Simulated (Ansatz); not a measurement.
Cost and result for the atomization energy of C₃H₇NOSi, SMILES `COC1=N[SiH]1C` (13 atoms, 13 bonds).

Z-matrix (Å, degrees):
```
C
O 1 1.432
H 1 1.091 2 110.4
H 1 1.091 2 110.4 3 120.4
H 1 1.087 2 105.9 3 -119.8
C 2 1.316 1 114.3 3 -59.9
Si 6 1.770 2 159.8 1 -178.9
N 6 1.284 2 131.0 1 -0.2
C 7 1.854 6 124.4 2 79.2
H 7 1.482 6 120.6 2 -81.8
H 9 1.093 7 110.8 6 -103.9
H 9 1.091 7 110.6 6 16.8
H 9 1.094 7 110.2 6 137.0
```

Charge 0, multiplicity 1. The geometry is a stationary point of PBE0-D4/def2-TZVP. Program: Ansatz. All runs use 4 threads of an Arm Neoverse V1 on a shared host. Times are those of one run each, without the atoms' runs, and a repeat can differ threefold. Electronic energies, without spin–orbit coupling; frozen cores. CCSD(T)/CBS adds CCSD(T) − MP2 in def2-TZVPP to the MP2 limit, and its time is that of the two runs behind it. T1 = 0.014. B3LYP takes the VWN-RPA correlation (the form of Gaussian; ORCA's B3LYP/G).

CCSD(T)/CBS is a level of theory with its own doubt, some kJ/mol a heavy atom from the limit and from the frozen cores, so smaller differences don't rank the functionals.

```csv
level,functions,wall time
PBE-D4/def2-TZVPP (with forces),295,3.1 s
PBE0-D4/def2-TZVPP,295,3.8 s
r2SCAN-D4/def2-TZVPP (with forces),295,6 s
B3LYP-D4/def2-TZVPP (with forces),295,6 s
B2PLYP/def2-TZVPP,295,8 s
ωB97X-V/def2-TZVPP,295,10 s
ωB97M-V/def2-TZVPP (with forces),295,15 s
MP2/def2-QZVPP,565,36 s
CCSD(T)/def2-TZVPP,295,16 min
CCSD(T)/CBS(def2),–,17 min
```

Question: What atomization energy does each give, and how far from CCSD(T)/CBS? (Best estimate.)

Answer: Ansatz gave: 
| level | atomization (kJ/mol) | difference from CCSD(T)/CBS | per bond |
| --- | --- | --- | --- |
| PBE-D4/def2-TZVPP (with forces) | 5199.1 | 157.6 | 12.1 |
| PBE0-D4/def2-TZVPP | 5076.5 | 35.0 | 2.7 |
| r2SCAN-D4/def2-TZVPP (with forces) | 5067.4 | 25.9 | 2.0 |
| B3LYP-D4/def2-TZVPP (with forces) | 5054.3 | 12.8 | 1.0 |
| B2PLYP/def2-TZVPP | 5000.3 | -41.2 | -3.2 |
| ωB97X-V/def2-TZVPP | 5072.3 | 30.8 | 2.4 |
| ωB97M-V/def2-TZVPP (with forces) | 5072.8 | 31.3 | 2.4 |
| MP2/def2-QZVPP | 5087.3 | 45.8 | 3.5 |
| CCSD(T)/def2-TZVPP | 4899.3 | -142.2 | -10.9 |
| CCSD(T)/CBS(def2) | 5041.5 | 0.0 | 0.0 |

From PBE to PBE0 (25 % exact exchange), in def2-TZVPP and without D4, the atomization energy moves by −118.6 kJ/mol: exact exchange takes away binding that semilocal exchange gives to molecules. In def2-TZVPP, CCSD(T) changes the Hartree–Fock value by +1366.0 kJ/mol (the triples alone add +93.1 kJ/mol) and MP2 by +1469.2 kJ/mol; breaking electron pairs costs correlation energy, which Hartree–Fock lacks. The D4 term adds +41.9 kJ/mol with B3LYP and +22.1 kJ/mol with PBE0; it sums over pairs of atoms, weighted by their polarisabilities, and B3LYP, whose exchange is more repulsive, gets the larger term.
